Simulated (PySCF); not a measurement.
# The third ionisation energy along the third row

All values are computed (PySCF 2.14, energy differences of UHF-based or UKS calculations, no spin-orbit coupling). Values in eV. The last column holds reference values (NIST; (s) semi-empirical, (t) theoretical, else measured). Unmarked ones compare directly (S terms, centres of terms, or small fine structure); those marked * lie between the lowest fine-structure levels and include a spin-orbit shift.

| element | configurations | MP2 (valence and next inner shell) | CCSD (valence and next inner shell) | CCSD(T) (valence and next inner shell) | LDA | PBE | r2SCAN | reference |
| --- | --- | --- | --- | --- | --- | --- | --- | --- |
| Al (ANO-RCC-VTZP, spin-free X2C) | [Ne] 3s1 → [Ne] | 28.271 | 28.266 | 28.268 | 28.838 | 28.847 | 28.424 | 28.448 |
| Si (ANO-RCC-VTZP, spin-free X2C) | [Ne] 3s2 → [Ne] 3s1 | 32.947 | n/a | n/a | 33.593 | 33.453 | 32.941 | 33.493 |
| P (ANO-RCC-VTZP, spin-free X2C) | [Ne] 3s2 3p1 → [Ne] 3s2 | 29.858 | 29.986 | 30.013 | 30.188 | 30.233 | 30.372 | 30.203 * |
| S (ANO-RCC-VTZP, spin-free X2C) | [Ne] 3s2 3p2 → [Ne] 3s2 3p1 | 34.620 | 34.662 | 34.692 | 34.867 | 34.829 | 35.026 | 34.86 ± 0.04 (s) * |
| Cl (ANO-RCC-VTZP, spin-free X2C) | [Ne] 3s2 3p3 → [Ne] 3s2 3p2 | 39.610 | 39.537 | 39.571 | 39.667 | 39.585 | 39.845 | 39.8 ± 0.11 (s) * |
| Ar (ANO-RCC-VTZP, spin-free X2C) | [Ne] 3s2 3p4 → [Ne] 3s2 3p3 | 40.195 | 40.313 | 40.340 | 40.824 | 40.710 | 40.679 | 40.735 ± 0.012 (s) * |

"Valence" correlates the outer s and p shells and, in groups 3 to 12 and the f block, the outer d or f shell, open or full, or the next shell where the ion has no valence electron left; the wider scheme adds the next inner shell.
